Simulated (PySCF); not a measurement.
A PySCF script (with the pyscf-properties extension) for the NMR shieldings of SMILES BOBn1cccc1, C₄H₇B₂NO, on a PBE0-D3(BJ)/def2-SVP geometry:

```python
import basis_set_exchange as bse
import numpy as np
from pyscf import gto, dft
from pyscf.prop import nmr

atoms = """
B     3.184028    0.352711   -0.114244
O     2.053121   -0.346758   -0.220844
B     0.923570   -1.057564   -0.340091
N    -0.351042   -0.395210   -0.289069
C    -1.575094   -1.037764   -0.402771
C    -2.572856   -0.107571   -0.311052
C    -1.945772    1.168154   -0.133232
C    -0.594098    0.958768   -0.123960
H     3.694192    0.786748   -1.122811
H     3.656334    0.533579    0.985787
H     0.964103   -2.252338   -0.490367
H    -1.617608   -2.115752   -0.541760
H    -3.641219   -0.307810   -0.364664
H    -2.443385    2.130178   -0.025157
H     0.228862    1.660642   -0.012638
"""
names = dict.fromkeys(["B", "O", "N", "C", "H"], "pcSseg-1")
basis = {el: gto.basis.parse(bse.get_basis(n, elements=[el], fmt="nwchem")) for el, n in names.items()}
mol = gto.M(atom=atoms, basis=basis, charge=0, verbose=0)
mf = dft.RKS(mol, xc="GGA_XC_KT3")
mf.grids.level = 2
mf.grids.alignment = dft.numint.BLKSIZE   # the property module wants whole blocks of grid points
mf.conv_tol = 1e-9
mf.kernel()

calc = nmr.RKS(mf)   # GIAO
sigma = calc.kernel()   # uncoupled for a functional without exact exchange
for i, s in enumerate(sigma):   # ppm
    print("%2d %-2s %9.2f" % (i, mol.atom_pure_symbol(i), np.trace(s) / 3))
```

Task: Give the expected output.

Result: 
```
 0 B      61.46
 1 O      54.49
 2 B      80.43
 3 N      61.92
 4 C      63.26
 5 C      73.26
 6 C      72.88
 7 C      70.21
 8 H      25.90
 9 H      25.90
10 H      26.32
11 H      24.49
12 H      24.99
13 H      24.96
14 H      24.48
```

These numbers come from an equivalent density-fitted implementation of the same equations, which agrees with the script to about 0.01 ppm for H and up to a few tenths of a ppm for heavy atoms, so last digits may differ.

Size and cost of the density-fitted run: 171 basis functions, 51 s wall time on 1 thread of an Arm Neoverse N1, shared host; peak memory 0.85 GiB.
